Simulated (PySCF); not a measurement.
## A thermochemical cycle for SnSe

PBE in PySCF with def2-SVP on every atom (core potentials on Sn), for the lowest determinant that a PBE0 search found; no spin–orbit coupling. SnSe, a singlet (closed shell), has De = 4.90 eV to neutral atoms, and SnSe⁺, a doublet (π ↑), has De = 3.31 eV to Sn⁺ + Se.

At the same level the Sn atom ionises at 7.27 eV.

Task: What is the adiabatic ionisation energy of the molecule, and does ionisation strengthen or weaken the bond?

Result: IE = IE(Sn) + De(neutral) − De(ion) = 7.27 + 4.90 − 3.31 = 8.86 eV. De changes by -1.59 eV, so ionisation weakens the bond.

Spin–orbit coupling is left out, which matters for elements this heavy, above all for dissociation energies. For an ion De counts to the pair picked by the measured ionisation energies or electron affinities, which need not be the lowest pair at this level. States were picked by a PBE0 search and need not be the measured ground states.
